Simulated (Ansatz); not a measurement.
Ta₅⁺. Charge 1, multiplicity 1. Geometry PBE-D4/def2-SVP.

```xyz
5

Ta   -0.4271    1.5662    0.7747
Ta   -0.8678    0.4855   -1.4989
Ta    0.6052   -0.9585    0.3383
Ta   -0.4337   -1.7551   -1.8386
Ta    1.1235    0.6619    2.2245
```

In the def2 sets Ta takes a core potential; there is no spin–orbit coupling. The restricted singlet is unstable towards broken spin symmetry at other levels; at PBE-D4/def2-TZVP, r2SCAN-D4/def2-TZVP, r2SCANh-D4/def2-TZVP, PBE0-D4/def2-TZVP this wasn't settled. No other spin state of charge 1 was run. The geometry of the singlet was relaxed on an unsound state (restricted singlet, unstable towards broken spin symmetry at other levels and untested here). Another isomer (triplet) lies 4.05 eV lower at PBE0-D4/def2-TZVP; other spin states weren't run for this one.

(1) Estimate the orbital energies around the gap (eV) in Ansatz with PBE-D4/def2-TZVP, r2SCAN-D4/def2-TZVP, r2SCANh-D4/def2-TZVP, PBE0-D4/def2-TZVP.

Answers

(1) 
| orbital | PBE-D4/def2-TZVP | r2SCAN-D4/def2-TZVP | r2SCANh-D4/def2-TZVP | PBE0-D4/def2-TZVP |
| --- | --- | --- | --- | --- |
| HOMO−9 | -9.83 | -9.89 | -10.20 | -10.58 |
| HOMO−8 | -9.31 | -9.39 | -9.69 | -10.05 |
| HOMO−7 | -9.07 | -9.14 | -9.42 | -9.76 |
| HOMO−6 | -8.98 | -9.05 | -9.33 | -9.70 |
| HOMO−5 | -8.91 | -8.97 | -9.20 | -9.46 |
| HOMO−4 | -8.67 | -8.75 | -9.03 | -9.37 |
| HOMO−3 | -8.50 | -8.57 | -8.83 | -9.15 |
| HOMO−2 | -8.12 | -8.04 | -8.24 | -8.53 |
| HOMO−1 | -7.83 | -7.84 | -8.03 | -8.31 |
| HOMO | -7.41 | -7.40 | -7.65 | -8.01 |
| LUMO | -7.29 | -7.11 | -6.86 | -6.58 |
| LUMO+1 | -6.98 | -6.86 | -6.56 | -6.15 |
| LUMO+2 | -6.79 | -6.62 | -6.33 | -5.98 |
| LUMO+3 | -6.49 | -6.24 | -6.00 | -5.76 |
| LUMO+4 | -6.40 | -6.19 | -5.95 | -5.68 |
| LUMO+5 | -6.05 | -5.81 | -5.47 | -5.11 |
